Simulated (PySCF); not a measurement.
PySCF input for dibromo(fluoro)methane (CHBr2F), SMILES FC(Br)Br, TDA-LC-ωPBE/def2-SVPD. Coordinates come from a PBE0-D3(BJ)/def2-SVP optimisation.

```python
import numpy as np
from pyscf import gto, scf, dft, tdscf

mol = gto.M(
    atom='''
    F    -0.21438076    1.84780295    0.00000001
    C     0.41614237    0.67657244    0.00000000
    Br   -0.02957897   -0.30734726    1.60050284
    Br   -0.02957897   -0.30734725   -1.60050284
    H     1.50310049    0.82464664    0.00000001
    ''',
    basis='def2-SVPD',
    charge=0,
    spin=0,
    symmetry=True,
    max_memory=1600,
    verbose=4,
)
mf = dft.RKS(mol, xc='lc_wpbe').density_fit(auxbasis='def2-universal-jkfit')
mf.grids.level = 3
mf.conv_tol = 1e-9
mf.max_cycle = 100
mf.kernel()
mf.grids = dft.Grids(mol).set(level=1).build(with_non0tab=True)  # coarser grid for the response kernel
td = tdscf.TDA(mf)
td.singlet = True
td.nstates = 10
td.conv_tol = 1e-4
td.positive_eig_threshold = 1e-6
td.kernel(x0=td.get_init_guess(mf, 15))
td.analyze()
tt = tdscf.TDA(mf)
tt.singlet = False
tt.nstates = 4
tt.conv_tol = 1e-4
tt.positive_eig_threshold = 1e-6
tt.kernel(x0=tt.get_init_guess(mf, 9))
tt.analyze(verbose=3)
```

Output:

```
PySCF version 2.14.0

[INPUT] verbose = 4
[INPUT] num. atoms = 5
[INPUT] num. electrons = 86
[INPUT] charge = 0
[INPUT] spin (= nelec alpha-beta = 2S) = 0
[INPUT] symmetry True subgroup None
[INPUT] Mole.unit = angstrom
[INPUT] Symbol           X                Y                Z      unit          X                Y                Z       unit  Magmom
[INPUT]  1 F     -0.214380760000   1.847802950000   0.000000010000 AA   -0.405120922776   3.491841507663   0.000000018897 Bohr   0.0
[INPUT]  2 C      0.416142370000   0.676572440000   0.000000000000 AA    0.786395108127   1.278536615029   0.000000000000 Bohr   0.0
[INPUT]  3 Br    -0.029578970000  -0.307347260000   1.600502840000 AA   -0.055896152347  -0.580802146535   3.024512029189 Bohr   0.0
[INPUT]  4 Br    -0.029578970000  -0.307347250000  -1.600502840000 AA   -0.055896152347  -0.580802127638  -3.024512029189 Bohr   0.0
[INPUT]  5 H      1.503100490000   0.824646640000   0.000000010000 AA    2.840448263800   1.558356299143   0.000000018897 Bohr   0.0

nuclear repulsion = 483.158063320065
point group symmetry = Cs
symmetry origin: [-6.59206793e-10 -4.39471276e-10  2.19735598e-09]
symmetry axis x: [1.00000000e+00 5.32090392e-10 2.42866454e-11]
symmetry axis y: [ 5.32090392e-10 -1.00000000e+00 -2.78342102e-09]
symmetry axis z: [-2.42866439e-11 -2.78342103e-09  1.00000000e+00]
num. orbitals of irrep A' = 77
num. orbitals of irrep A" = 56
number of shells = 51
number of NR pGTOs = 239
number of NR cGTOs = 133
basis = def2-SVPD
ecp = {}


[settings echo left out]
init E= -5283.60281952215
HOMO (A') = -0.363799060308789  LUMO (A') = -0.0277302083590021  gap/eV = 9.14490
cycle= 1 E= -5285.19145650825  delta_E= -1.59  |g|= 0.774  |ddm|= 2.65
HOMO (A") = -0.421293603661495  LUMO (A') = -0.0687363347882557  gap/eV = 9.59357
cycle= 2 E= -5285.17028362539  delta_E= 0.0212  |g|= 0.915  |ddm|= 1.54
HOMO (A") = -0.410001463845949  LUMO (A') = 0.0190179246460458  gap/eV = 11.67421
cycle= 3 E= -5285.34035373019  delta_E= -0.17  |g|= 0.0626  |ddm|= 0.863
HOMO (A") = -0.409107512463284  LUMO (A') = 0.0264104202474886  gap/eV = 11.85105
cycle= 4 E= -5285.34105442635  delta_E= -0.000701  |g|= 0.0291  |ddm|= 0.104
HOMO (A") = -0.409746005668717  LUMO (A') = 0.0275944500623311  gap/eV = 11.90064
cycle= 5 E= -5285.3412606377  delta_E= -0.000206  |g|= 0.0093  |ddm|= 0.05
HOMO (A") = -0.409946703787787  LUMO (A') = 0.0282588649988966  gap/eV = 11.92418
cycle= 6 E= -5285.34129077588  delta_E= -3.01e-05  |g|= 0.00338  |ddm|= 0.0185
HOMO (A") = -0.409881728585742  LUMO (A') = 0.0281847469957466  gap/eV = 11.92040
cycle= 7 E= -5285.34129687203  delta_E= -6.1e-06  |g|= 0.000764  |ddm|= 0.0095
HOMO (A") = -0.409985293584668  LUMO (A') = 0.028131799020477  gap/eV = 11.92177
cycle= 8 E= -5285.34129734399  delta_E= -4.72e-07  |g|= 0.000188  |ddm|= 0.00279
HOMO (A") = -0.409974265625879  LUMO (A') = 0.0281555406145539  gap/eV = 11.92212
cycle= 9 E= -5285.34129737386  delta_E= -2.99e-08  |g|= 4.86e-05  |ddm|= 0.000748
HOMO (A") = -0.409977618882963  LUMO (A') = 0.028154509728235  gap/eV = 11.92218
cycle= 10 E= -5285.34129737642  delta_E= -2.56e-09  |g|= 1.94e-05  |ddm|= 0.000193
HOMO (A") = -0.409977125785664  LUMO (A') = 0.0281536723282008  gap/eV = 11.92215
cycle= 11 E= -5285.34129737685  delta_E= -4.31e-10  |g|= 9.01e-06  |ddm|= 7.43e-05
HOMO (A") = -0.409977222281499  LUMO (A') = 0.0281547238536159  gap/eV = 11.92218
Extra cycle  E= -5285.3412973769  delta_E= -4.55e-11  |g|= 7.92e-06  |ddm|= 2.42e-05
converged SCF energy = -5285.3412973769
tot grids = 27616
Overwritten attributes  positive_eig_threshold  of <class 'pyscf.tdscf.rks.TDA'>


******** <class 'pyscf.tdscf.rks.TDA'> for <class 'pyscf.df.df_jk.DFSymAdaptedRKS'> ********
nstates = 10 singlet
deg_eia_thresh = 1.000e-03
wfnsym = None
conv_tol = 0.0001
eigh lindep = 1e-12
eigh level_shift = 0
eigh max_cycle = 100


Excitation energies (eV)
[5.90867648 6.21784084 6.23685303 6.60353696 7.93086532 8.25506096
 8.36386443 8.59592303 8.81043511 8.93687103]

** Singlet excitation energies and oscillator strengths **
Excited State   1:   A"      5.90868 eV    209.83 nm  f=0.0119
      40 -> 45        0.14145
      40 -> 48        0.10591
      41 -> 45        0.11880
      43 -> 44        0.63483
      43 -> 47       -0.14582
Excited State   2:   A"      6.21784 eV    199.40 nm  f=0.0005
      41 -> 45       -0.19470
      41 -> 48       -0.13942
      42 -> 44       -0.61943
      42 -> 47        0.13940
Excited State   3:   A'      6.23685 eV    198.79 nm  f=0.0012
      41 -> 44       -0.60599
      41 -> 47        0.12499
      42 -> 45       -0.19896
      42 -> 48       -0.13889
      43 -> 45       -0.13674
Excited State   4:   A'      6.60354 eV    187.75 nm  f=0.0004
      40 -> 44       -0.52784
      40 -> 47        0.10215
      42 -> 45        0.14099
      42 -> 48        0.10015
      43 -> 45       -0.31473
      43 -> 48       -0.21193
      43 -> 51       -0.10204
Excited State   5:   A'      7.93087 eV    156.33 nm  f=0.0017
      40 -> 44       -0.29855
      41 -> 44       -0.24445
      42 -> 45        0.18363
      42 -> 48        0.10541
      43 -> 45        0.42974
      43 -> 48        0.22099
      43 -> 51        0.13174
Excited State   6:   A"      8.25506 eV    150.19 nm  f=0.0566
      41 -> 45        0.49793
      41 -> 48        0.25267
      41 -> 51        0.13550
      42 -> 44       -0.21335
      42 -> 46       -0.11049
      42 -> 47        0.11570
      43 -> 44       -0.11580
      43 -> 46       -0.17644
      43 -> 47        0.11702
Excited State   7:   A'      8.36386 eV    148.24 nm  f=0.0194
      40 -> 44        0.28125
      40 -> 47       -0.10781
      41 -> 44       -0.15515
      42 -> 45        0.48675
      42 -> 48        0.24889
      42 -> 51        0.13619
      43 -> 45       -0.14261
Excited State   8:   A"      8.59592 eV    144.24 nm  f=0.0396
      40 -> 45       -0.37690
      41 -> 48        0.11215
      42 -> 44       -0.10744
      42 -> 46       -0.10980
      43 -> 46        0.47628
      43 -> 47       -0.17187
Excited State   9:   A"      8.81044 eV    140.72 nm  f=0.0028
      39 -> 44       -0.46343
      39 -> 47        0.10220
      40 -> 45        0.24272
      40 -> 48        0.21696
      41 -> 48        0.14092
      43 -> 44       -0.10553
      43 -> 46        0.27005
      43 -> 53        0.12677
Excited State  10:   A"      8.93687 eV    138.73 nm  f=0.4609
      39 -> 44       -0.38723
      40 -> 45       -0.21781
      40 -> 48       -0.13411
      41 -> 48       -0.20278
      42 -> 46       -0.28355
      42 -> 53       -0.14541
      43 -> 46       -0.22287

** Transition electric dipole moments (AU) **
state          X           Y           Z        Dip. S.      Osc.
  1         0.0000      0.0000      0.2862      0.0819      0.0119
  2         0.0000      0.0000     -0.0598      0.0036      0.0005
  3         0.0340     -0.0819     -0.0000      0.0079      0.0012
  4        -0.0360      0.0300     -0.0000      0.0022      0.0004
  5         0.0936      0.0100      0.0000      0.0089      0.0017
  6        -0.0000     -0.0000     -0.5288      0.2796      0.0566
  7         0.1950     -0.2380      0.0000      0.0947      0.0194
  8         0.0000      0.0000     -0.4337      0.1881      0.0396
  9        -0.0000     -0.0000     -0.1134      0.0128      0.0028
 10        -0.0000     -0.0000      1.4509      2.1052      0.4609

** Transition velocity dipole moments (imaginary part, AU) **
state          X           Y           Z        Dip. S.      Osc.
  1         0.0000      0.0000      0.0858      0.0074      0.0226
  2        -0.0000      0.0000     -0.0089      0.0001      0.0002
  3        -0.1159     -0.0257     -0.0000      0.0141      0.0410
  4         0.0167     -0.1047      0.0000      0.0112      0.0309
  5         0.0412      0.0136      0.0000      0.0019      0.0043
  6         0.0000     -0.0000     -0.0787      0.0062      0.0136
  7         0.0927     -0.0665      0.0000      0.0130      0.0282
  8         0.0000     -0.0000     -0.1364      0.0186      0.0392
  9        -0.0000     -0.0000     -0.0455      0.0021      0.0043
 10        -0.0000     -0.0000      0.3536      0.1250      0.2538

** Transition magnetic dipole moments (imaginary part, AU) **
state          X           Y           Z
  1        -0.8744      0.2876     -0.0000
  2        -0.3027     -0.4425      0.0000
  3        -0.0000      0.0000     -0.2285
  4        -0.0000      0.0000      0.2656
  5         0.0000     -0.0000      0.1371
  6         0.8305     -1.1455     -0.0000
  7        -0.0000     -0.0000      0.2222
  8        -1.1913      0.1704     -0.0000
  9         0.1950      0.0543      0.0000
 10        -0.3134     -0.6059      0.0000


******** <class 'pyscf.tdscf.rks.TDA'> for <class 'pyscf.df.df_jk.DFSymAdaptedRKS'> ********
nstates = 4 triplet
deg_eia_thresh = 1.000e-03
wfnsym = None
conv_tol = 0.0001
eigh lindep = 1e-12
eigh level_shift = 0
eigh max_cycle = 100


Excitation energies (eV)
[5.08809595 5.40472756 5.41463202 5.6899144 ]

** Triplet excitation energies and oscillator strengths **
Excited State   1:   A"      5.08810 eV    243.68 nm  f=0.0000
Excited State   2:   A'      5.40473 eV    229.40 nm  f=0.0000
Excited State   3:   A"      5.41463 eV    228.98 nm  f=0.0000
Excited State   4:   A'      5.68991 eV    217.90 nm  f=0.0000
```

Self-consistency was reached.

Cost: about 100 core-seconds (a rough figure).
